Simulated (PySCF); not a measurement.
Compounds:

A. `InChI=1S/C5H10N2/c1-3-5-7-6-4-2/h3-4,7H,1,5H2,2H3/b6-4-`
B. SMILES C[C@H]1C(C)=NNC1
C. SMILES N#Cc1c(Cl)nn(C)n1
D. SMILES p1cccpc1C1CC1

Spectrum 1. 13C{1H} NMR (computed): δ 230.4 (C), 161.8 (CH), 136.1 (CH), 29.8 (CH), 27.5 (CH2).

Spectrum 2. 13C{1H} NMR (computed): δ 154.9 (C), 126.0 (C), 115.4 (C), 42.4 (CH3).

Spectrum 3. 13C{1H} NMR (computed): δ 149.5 (C), 57.2 (CH2), 45.8 (CH), 21.3 (CH3), 15.7 (CH3).

Spectrum 4. 13C{1H} NMR (computed): δ 144.9 (CH), 128.8 (CH), 123.6 (CH2), 59.8 (CH2), 12.4 (CH3).

Computational details: geometry: GFN2-xTB, couplings computed with B3LYP/pcJ-1 (spin–dipole term left out of most H,H and C,H couplings), shieldings: GIAO PBE0/pcSseg-1, in PySCF (non-relativistic, one conformer, fast rotation and ring inversion assumed for equivalent nuclei, no solvent model).

Chemical shifts δ = σref − σ; 13C (σ = 186.93 ppm) against TMS, all at this level. Splittings of carbon signals by F and P are missing where no couplings were computed. Shifts are as computed. Against solution values, carbons near 30 ppm lie about +3 ppm off and those near 130 ppm about +5 ppm; carbons on Cl a further +6 ppm. Of 1211 compounds with measured shifts, 218 miss one by over three times the rms of a fit or turn the order of signals round; such compounds aren't used in these exercises. Carbons bonded to Cl come out too deshielded.

Match each spectrum to its structure.

Results:

1–D, 2–C, 3–B, 4–A.

- Spectrum 1 (D): 5 13C signals; δC 136.1 is an aromatic CH; δC 29.8 is a three-membered-ring carbon.
- Spectrum 2 (C): 4 13C signals; δC 115.4 is a nitrile carbon; δC 42.4 is a methyl carbon bonded to N.
- Spectrum 3 (B): 5 13C signals; δC 57.2 is an sp3 CH2 bonded to N; δC 45.8 is an sp3 CH in a ring.
- Spectrum 4 (A): 5 13C signals; δC 144.9 is an alkene CH; δC 123.6 is a terminal =CH2 carbon.
